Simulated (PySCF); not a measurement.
## Property card for methyltrichlorosilane, `C[Si](Cl)(Cl)Cl`

Methyltrichlorosilane, CH3Cl3Si.
Z-matrix (Å and degrees, PBE0-D3(BJ)/def2-SVP geometry), rows numbered from 1:
```
C 
Si  1  1.8465
Cl  2  2.0518  1  110.57
Cl  2  2.0533  1  110.98  3   120.02
Cl  2  2.0521  1  110.61  3  -120.03
H   1  1.1002  2  109.98  3    54.36
H   1  1.1000  2  110.01  3   174.31
H   1  1.1000  2  110.10  3   -65.62
```

From PBE0-D3(BJ)/def2-SVP geometry optimisation, gas phase (PySCF):

| Property | Result |
| --- | --- |
| Rotational constants A, B, C | 1.739, 1.735, 1.296 GHz |

CAM-B3LYP/def2-SVPD ground state, ΔSCF and vertical TDDFT (core frozen in the response) (PySCF):

| Quantity | Value |
| --- | --- |
| Dipole moment | 2.12 D |
| HOMO energy | -10.61 eV |
| LUMO energy | 0.53 eV |
| HOMO–LUMO gap | 11.14 eV |
| Lowest singlet excitation | 7.79 eV (159 nm, f = 0.000) |
| Lowest triplet excitation (Tamm–Dancoff) | 7.34 eV |
| Static isotropic polarisability | 76.3 au |
| Vertical ionisation energy | 11.57 eV |
| Electronic spatial extent ⟨r²⟩ about the centre of nuclear charge | 1017 bohr² |

From delta-SCF UKS SCAN, pcX-2 on the ionised atom, pcseg-1 elsewhere, spin-free X2C; 2p3/2 from a spin–orbit splitting computed afterwards within the 2p shell (PySCF):

| Quantity | Value |
| --- | --- |
| Core binding energies | Si2p3/2 109.3 (Si2), Cl2p3/2 206.5 (Cl3/Cl4/Cl5), C1s 291.2 (C1), Si1s 1849.5 (Si2), Cl1s 2829.1 (Cl3/Cl4/Cl5) eV |

Monoisotopic mass (most abundant isotopes): 147.9070 u.

The rotational constants are those of a nearly oblate symmetric top. The polarisability is 11.31 Å³ as a volume (1 au = 0.148185 Å³), or 1.03 au for each of the 74 electrons. With B = h/(8π²I), that is 505.379 GHz u Å² over I, the principal moments of inertia are 290.6, 291.3 and 389.8 u Å² (most abundant isotopes); the inertial defect Ic − Ia − Ib is -192.1 u Å² (zero for a rigid planar frame, negative otherwise). S1 lies 3.35 eV below the HOMO–LUMO gap; its leading configuration is HOMO→LUMO, weight 0.70.

For the TDDFT job (CAM-B3LYP/def2-SVPD), time: 1.8 min wall. Hardware: Arm Neoverse V1, one thread, on a shared host.
